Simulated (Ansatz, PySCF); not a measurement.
C₂H₂O, SMILES C1OC=1.

Coordinates come from a PBE0-D3(BJ)/def2-TZVP optimisation.

Vertical ionisation energy (IE) and electron affinity (EA) in eV. Rows of orbital energies are one-electron estimates. Where ΔSCF, EOM or ADC give a negative EA the extra electron is unbound and the value depends on the basis.

| level | IE | EA |
|---|---|---|
| −ε(HOMO), −ε(LUMO), B3LYP/def2-TZVPD (PySCF) | 5.70 | 0.78 |
| −ε(HOMO), −ε(LUMO), PBE/def2-TZVPD (PySCF) | 4.43 | 1.56 |
| ADC(2)/aug-cc-pVDZ (PySCF) | 7.33 | -0.73 |
| ΔSCF, PBE0/def2-TZVPD (Ansatz), final states of multiplicity 2 and 2 | ___ | ___ |
| ΔSCF, PBE/def2-TZVPD (Ansatz), final states of multiplicity 2 and 2 | 8.58 | -1.27 |

Task: Complete the blanks. (The exact figures need the calculation; the answer reports its results.)

Result: 
- ΔSCF, PBE0/def2-TZVPD (Ansatz, an electronic-structure program), final states of multiplicity 2 and 2, IE: 8.61
- ΔSCF, PBE0/def2-TZVPD (Ansatz), final states of multiplicity 2 and 2, EA: -1.37

Task: What vertical singlet–triplet gap does ΔSCF give with PBE0/def2-TZVPD (Ansatz) and with PBE/def2-TZVPD (Ansatz)? (Estimate from the structure and the level; the computed values follow.)

Result: 2.48 and 2.53 eV (triplet above singlet where positive).

Computed lowest 1s main lines (those of the lightest heavy element) from CVS-ADC(2)-x/aug-cc-pVDZ (PySCF, non-relativistic), with pole strengths:
293.8 eV (1.47), 293.9 eV (1.47).

Task: Beyond the first one, list the lowest photoelectron lines from PySCF with ADC(2)/aug-cc-pVDZ with their pole strengths (two spins summed). (The exact figures need the calculation; the answer reports its results.)

Result: 12.31 eV (1.73), 12.55 eV (1.74), 13.39 eV (1.73), 17.46 eV (1.74).
